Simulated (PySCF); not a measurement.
# Ionisation energy of Sr⁺ by level of theory

Sr⁺ [Kr] 5s1 (2S) → Sr²⁺ [Kr] (1S), as a difference of total energies. Computed with PySCF 2.14 in cc-pVDZ-X2C (6s5p3d, 36 functions), with the spin-free X2C one-electron Hamiltonian (Gaussian nucleus). The calculations carry no spin-orbit coupling.

| method | ionisation energy (eV) | error (eV) |
| --- | --- | --- |
| UHF | 10.440 | -0.590 |
| PBE | 11.130 | +0.100 |
| MN15 | 10.777 | -0.253 |

Reference: 11.030 eV (measured; NIST Atomic Spectra Database, ionization energies).
